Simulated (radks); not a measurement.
The numbers below are computed, except where a source is named.
Coulomb parameter of the 3d shell of the zinc ion Zn+ in the model configuration [Ar] 3d9 4s1 4p1, as a second difference U = [E(n + 0.5) + E(n - 0.5) - 2 E(n)] / (0.5)^2 with all orbitals relaxed. "Bare": the charge of the atom changes with n. "Screened": the 4p shell takes up the change at fixed total charge, which measures U(3d,3d) + U(4p,4p) - 2 U(3d,4p). Code: a radial shooting solver on a logarithmic mesh with Libxc functionals. Model: scalar-relativistic Kohn-Sham, BLYP, spin-unpolarised, spherical densities, finite nucleus; Fermi nuclear charge, rms radius 3.9283 fm.

| case | configuration | E - E(n) (eV) |
|---|---|---|
| start | [Ar] 3d9 4s1 4p1 | 0.000 |
| bare +0.5 | [Ar] 3d9.5 4s1 4p1 | -11.833 |
| bare -0.5 | [Ar] 3d8.5 4s1 4p1 | 16.259 |
| screened +0.5 | [Ar] 3d9.5 4s1 4p0.5 | -8.239 |
| screened -0.5 | [Ar] 3d8.5 4s1 4p1.5 | 9.933 |

U(bare) = 17.703 eV, U(screened by 4p) = 6.779 eV, against the Slater integral F0(3d,3d) = 30.198 eV with frozen orbitals.
